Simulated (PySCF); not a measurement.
# BSb⁻: from constants to spectrum

ROHF-CCSD(T) constants of BSb⁻, ²Σ⁺ (doublet), unpaired electrons σ ↑ (basis B aug-cc-pVDZ, Sb aug-cc-pVDZ-PP with ECP28; scalar-relativistic core potentials; PySCF 2.14; masses 11.0093 and 120.9038 u):

- ωe: 705.1 cm⁻¹
- ωexe: 3.76 cm⁻¹
- Be: 0.39753 cm⁻¹
- αe: 0.00276 cm⁻¹
- D (centrifugal): 5.05e-07 cm⁻¹

Q: Give the vibrational terms G(v) and spacings up to v = 6.

A: G(v) = ωe(v+½) − ωexe(v+½)².

| v | G(v) (cm⁻¹) | G(v) − G(v−1) | Bv (cm⁻¹) |
| --- | --- | --- | --- |
| 0 | 351.6 |  | 0.3962 |
| 1 | 1049.2 | 697.6 | 0.3934 |
| 2 | 1739.2 | 690.1 | 0.3906 |
| 3 | 2421.8 | 682.5 | 0.3879 |
| 4 | 3096.8 | 675.0 | 0.3851 |
| 5 | 3764.3 | 667.5 | 0.3823 |
| 6 | 4424.3 | 660.0 | 0.3796 |

Correlated steps freeze 5 core orbitals. These are scalar-relativistic numbers at best; spin–orbit coupling would shift them, the dissociation energy most. The state was picked by a PBE0 search and need not be the measured ground state.
